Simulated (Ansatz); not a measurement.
Input file for C2H6AlNSi (`[CH3][Al]1[N]=C[SiH2]1`):

```yaml
crystal:
  periodic: [false, false, false]
  atoms:
    - {symbol: C, position_ang: [-2.401418, -0.387685, -0.020447]}
    - {symbol: Al, position_ang: [-0.483724, -0.090679, 0.078172]}
    - {symbol: N, position_ang: [0.609844, 0.121454, 1.568573]}
    - {symbol: C, position_ang: [1.744346, 0.286214, 0.990462]}
    - {symbol: Si, position_ang: [1.684570, 0.232419, -0.944674]}
    - {symbol: H, position_ang: [-2.669810, -1.047055, -0.850033]}
    - {symbol: H, position_ang: [-2.785039, -0.821530, 0.906793]}
    - {symbol: H, position_ang: [-2.924673, 0.561081, -0.181377]}
    - {symbol: H, position_ang: [2.648415, 0.443830, 1.604287]}
    - {symbol: H, position_ang: [2.130461, 1.503893, -1.590120]}
    - {symbol: H, position_ang: [2.512428, -0.858941, -1.540937]}
basis:
  gaussian: {orbitals: def2-TZVPP}
correlation: {method: ccsd_t}
```

```sh
$ ansatz run in.yaml --threads 4 --pin off --events-out ev --progress --plain --max-ram 10444MiB
```

Output of Ansatz, abridged:

```
Functional definition: HF
1527 factors; integrals over basis functions are off by at most 1.0e-3 eV
mean field evaluation 1: about -18078.5327 eV, gradient 4.3e1 eV
mean field evaluation 2: about -18078.7943 eV, gradient 4.4e1 eV
mean field evaluation 4: about -18083.7437 eV, gradient 5.7e0 eV
mean field evaluation 8: about -18083.8853 eV, gradient 4.7e-1 eV
mean field evaluation 16: about -18083.8873 eV, gradient 4.1e-6 eV
mean field -18083.88728057 eV, -664.5705998619 hartree, gradient 4.1e-6 eV, S^2 0.000000; 0 other end points of the search recorded, 0 dependent functions left out
13 core orbitals not correlated: weight in the atoms' cores, before any rotation towards them, 1.000 or more for the frozen orbitals, at most 0.000 for the correlated occupied ones
reference -18083.88728057 eV, -664.5705998619 hartree; 13, 13 occupied and 235, 235 virtual orbitals, 1527 factors
second order -19.59487901 eV of doubles, -0.00000000 eV of singles
cycle   1  -20.12279700 eV  change   -5.3e-1 eV  update   1.1e-1
cycle   2  -20.71172492 eV  change   -5.9e-1 eV  update   3.5e-2
cycle   3  -20.83144249 eV  change   -1.2e-1 eV  update   1.7e-2
cycle   4  -20.82308282 eV  change    8.4e-3 eV  update   4.9e-3
cycle   5  -20.82279682 eV  change    2.9e-4 eV  update   2.4e-3
cycle   6  -20.82304150 eV  change   -2.4e-4 eV  update   7.3e-4
cycle   7  -20.82275904 eV  change    2.8e-4 eV  update   2.9e-4
cycle   8  -20.82279824 eV  change   -3.9e-5 eV  update   9.8e-5
cycle   9  -20.82282379 eV  change   -2.6e-5 eV  update   4.0e-5
cycle  10  -20.82280735 eV  change    1.6e-5 eV  update   1.6e-5
perturbative correction -0.97969093 eV, -0.0360029776 hartree
Total energy: -18105.68977885 eV, -665.3718268954 hartree
```

Run time 120 s (4 threads of an Arm Neoverse V1 on a shared host); peak host memory 5.8 GiB.

The correlation energy is -21.802 eV, 4.5 % of it from (T); the T1 diagnostic reads 0.0139.
